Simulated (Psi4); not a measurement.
Pair of molecules, SMILES C#C with SMILES [C-]#[O+] (the first has 4 atoms); geometry from B3LYP-D3(BJ)/def2-TZVP, rigid monomers moved along the line of their centres of mass till C2···C5 is 3.11 Å.
(charge 0, multiplicity 1):
```xyz
6

C     -0.141     0.601    -0.498
C      0.339    -0.294     0.135
H     -0.567     1.395    -1.061
H      0.761    -1.085     0.706
C      0.132    -0.653     3.218
O     -0.423     0.078     3.868
```

Method: SAPT0/jun-cc-pV(D+d)Z (Psi4).

Problem. Give the four SAPT terms and the total, and say what mostly holds the pair together.

Solution. electrostatics -84.6, exchange 166.4, induction -21.6, dispersion -56.9, total 3.2 meV; the largest attraction is electrostatics.
